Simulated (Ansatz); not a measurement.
The Mg1–H2 bond of H2Mg (SMILES [MgH2]) is stretched (multiplicity 1, the rest rigid).
Geometry at rest (charge 0, multiplicity 1):
```xyz
3

Mg     0.000     0.000     0.000
H      0.000     0.000    -1.700
H      0.000     0.000     1.700
```

Cores are frozen in the correlated methods.

The values were computed with Ansatz (a first-principles code). Values without a source in brackets are computed.

Energies above the point at 1.700 Å (the B3LYP-D3(BJ) bond length), FCI/def2-TZVPP (kcal/mol): 4.28 at 1.530 Å; 2.34 at 1.870 Å; 71.97 at 5.439 Å.

Task: Take the last value as the depth D of a Morse curve D(1 − e^(−a(R − R₀)))², fit a and R₀ to the two near points, and test it at 2.295 and 2.975 Å.

Result: 
With D = 72.0, both near points (counted from the curve's value at 1.700 Å) are met by a = 1.23 Å⁻¹ and R₀ = 1.708 Å, so k = 2Da² = 217 kcal/(mol Å²). The curve then gives 19.0 and 44.8 kcal/mol; the level itself gives 19.5 and 48.5, so Morse is off by -0.6 and -3.7.
